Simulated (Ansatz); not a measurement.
A run for Ansatz (an electronic-structure program): R-PBE0/def2-TZVPP on C2H8Sn (SMILES [CH3][SnH2][CH3]). Elements past Kr take the def2 small-core potentials; no spin–orbit coupling.

Ansatz 0.2 input:
```yaml
crystal:
  periodic: [false, false, false]
  atoms:
    - {symbol: C, position_ang: [-1.74117820, 0.42534963, -0.27530734]}
    - {symbol: Sn, position_ang: [-0.04195693, -0.57339500, 0.61066547]}
    - {symbol: C, position_ang: [1.78162817, 0.12731158, -0.31309450]}
    - {symbol: H, position_ang: [-1.77729245, 0.21426840, -1.34329111]}
    - {symbol: H, position_ang: [-2.66498065, 0.07919086, 0.18563708]}
    - {symbol: H, position_ang: [-1.65387256, 1.50124868, -0.12947923]}
    - {symbol: H, position_ang: [0.00358741, -0.24968201, 2.29871831]}
    - {symbol: H, position_ang: [-0.18811767, -2.27179772, 0.38605854]}
    - {symbol: H, position_ang: [1.76145434, -0.08989900, -1.38027575]}
    - {symbol: H, position_ang: [1.87657204, 1.20322350, -0.17217117]}
    - {symbol: H, position_ang: [2.64415649, -0.36581895, 0.13253970]}
basis:
  gaussian:
    orbitals: def2-TZVPP
hamiltonian:
  xc: {name: PBE0}
scf: {lower_state_search: off}
```

Problem. What total energy does the run end on?

Solution. -295.2406 hartree.
